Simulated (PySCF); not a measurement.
C6H8N2, SMILES Nc1ccc(cc1)N.

Geometry optimised at PBE0-D3(BJ)/def2-SVP. The values are those of a single conformer.

Level of theory: SMD-PBE0/def2-SVP (PySCF).

Solvation free energies are E(SMD) − E(gas) at the gas-phase geometry, for 1 M in both phases. In vacuum the dipole moment is 0.00 D.

```
solvent        ΔG(solv) (kcal/mol)  its non-electrostatic (CDS) part  dipole (D)
-------------  -------------------  --------------------------------  ----------
water                         -8.3                               3.3        0.00
cyclohexanone                 -9.9                               0.6        0.00
n-hexane                      -5.5                              -1.7        0.00
```
